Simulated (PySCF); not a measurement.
Job file and geometry (Å, from GFN2-xTB) of an NMR shielding run on SMILES B[C@H]1CCCOC1, C$_{5}$H$_{11}$BO, GIAO PBE0/pcSseg-1 NMR shielding, non-relativistic, gas phase in PySCF 2.14.0, density-fitted response routines; density fitting, a coarse starting grid and PySCF grid level 2 are the driver's defaults:

```
$ OMP_NUM_THREADS=1 python probes_run.py task.json out

{"job": {"kind": "nmr", "xc": "PBE0", "basis": "pcSseg-1"}, "charge": 0, "multiplicity": 1}
B      2.335971    -0.767076     0.053775
C      0.935179    -0.296091    -0.476897
C     -0.285506    -1.009782     0.127343
C     -1.561875    -0.539708    -0.568797
C     -1.642000     0.985593    -0.503566
O     -0.512083     1.590900    -1.086021
C      0.679700     1.218385    -0.427106
H      2.481180    -1.877781     0.386030
H      3.239814    -0.027360     0.075919
H      0.960254    -0.565052    -1.546425
H     -0.346740    -0.770641     1.192648
H     -0.178275    -2.091498     0.031645
H     -1.543896    -0.848186    -1.616425
H     -2.444089    -0.973302    -0.094946
H     -1.735187     1.303703     0.548249
H     -2.503053     1.360416    -1.061674
H      1.476070     1.766604    -0.934065
H      0.635777     1.547195     0.623897
```

Q: What does the program print?

A: 
```
coarse grid: 14424 points
cycle   1  E = -296.6754420746  dE =  7.625e-01  |g| = 5.675e-01  |ddm| = 3.613e+00
cycle   2  E = -296.6267329688  dE =  4.871e-02  |g| = 7.826e-01  |ddm| = 1.271e+00
cycle   3  E = -296.7419337919  dE = -1.152e-01  |g| = 8.693e-02  |ddm| = 8.263e-01
cycle   4  E = -296.7432088989  dE = -1.275e-03  |g| = 3.296e-02  |ddm| = 9.155e-02
cycle   5  E = -296.7434511635  dE = -2.423e-04  |g| = 9.123e-03  |ddm| = 3.565e-02
cycle   6  E = -296.7434692739  dE = -1.811e-05  |g| = 1.558e-03  |ddm| = 9.078e-03
cycle   7  E = -296.7434698765  dE = -6.026e-07  |g| = 3.360e-04  |ddm| = 1.588e-03
final grid: 137552 points
cycle   8  E = -296.7967022719  dE = -4.291e-05  |g| = 1.170e-02  |ddm| = 2.975e-02
cycle   9  E = -296.7966739733  dE =  2.830e-05  |g| = 1.709e-02  |ddm| = 2.123e-02
cycle  10  E = -296.7967305986  dE = -5.663e-05  |g| = 1.264e-03  |ddm| = 1.274e-02
cycle  11  E = -296.7967309425  dE = -3.439e-07  |g| = 2.939e-04  |ddm| = 1.445e-03
cycle  12  E = -296.7967309598  dE = -1.731e-08  |g| = 7.098e-05  |ddm| = 3.313e-04
cycle  13  E = -296.7967309610  dE = -1.234e-09  |g| = 1.460e-05  |ddm| = 8.325e-05
cycle  14  E = -296.7967309611  dE = -4.889e-11  |g| = 3.924e-06  |ddm| = 1.560e-05
converged SCF energy = -296.7967309611

GIAO shielding tensors (ppm)
atom      isotropic    diamagn.    paramagn.     s11        s22        s33       span
  0 B        9.235     191.129    -181.894    -67.107    -29.167    123.981    191.088
  1 C      138.112     252.418    -114.305    100.718    140.126    173.493     72.775
  2 C      155.265     247.318     -92.053    147.715    155.741    162.340     14.625
  3 C      154.237     248.354     -94.116    146.606    153.466    162.641     16.035
  4 C      115.060     244.383    -129.323     90.619    102.779    151.784     61.165
  5 O      277.511     395.426    -117.914    224.114    289.968    318.451     94.337
  6 C      111.312     244.346    -133.033     86.046     95.091    152.800     66.754
  7 H       23.928      29.633      -5.705     15.332     27.589     28.863     13.531
  8 H       23.940      29.573      -5.633     15.589     27.667     28.563     12.974
  9 H       30.638      31.648      -1.010     26.383     30.172     35.359      8.976
 10 H       30.307      31.942      -1.635     27.433     28.193     35.296      7.863
 11 H       29.323      31.487      -2.164     24.820     26.771     36.380     11.560
 12 H       29.995      30.516      -0.521     26.661     28.145     35.178      8.517
 13 H       30.277      29.940       0.338     26.124     27.878     36.829     10.705
 14 H       28.334      29.695      -1.360     23.494     28.054     33.455      9.960
 15 H       27.563      28.142      -0.580     23.120     26.791     32.776      9.656
 16 H       27.129      29.827      -2.698     22.596     25.942     32.849     10.253
 17 H       28.205      30.589      -2.384     23.710     27.772     33.134      9.423
```

Size and cost of the density-fitted run: 174 basis functions, 28 s wall time on 1 thread of an Arm Neoverse V2, shared host; peak memory 0.79 GiB.
